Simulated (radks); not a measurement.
The numbers below are computed, except where a source is named.
Task: O2+, 6 electrons, occupied as [He] 2s1 2p3 (not the ground configuration). Level of theory: scalar-relativistic Kohn-Sham, PBE, spin-unpolarised, spherical densities, finite nucleus; Fermi nuclear charge, rms radius 2.6991 fm (a radial shooting solver on a logarithmic mesh with Libxc functionals). Some entries of the table are withheld. Estimate them.

| orbital | occ. | eigenvalue (hartree) | <r^2> (bohr^2) | <r> (bohr) |
|---|---|---|---|---|
| 1s | 2 | (1) | 0.05364 | 0.1993 |
| 2s | 1 | -2.13474 | (2) | (3) |
| 2p | 3 | (4) | 1.270 | (5) |

Result: 
(1) 1s eigenvalue (hartree): -20.47198
(2) 2s <r^2> (bohr^2): 1.267
(3) 2s <r> (bohr): 1.032
(4) 2p eigenvalue (hartree): -1.57760
(5) 2p <r> (bohr): 1.008
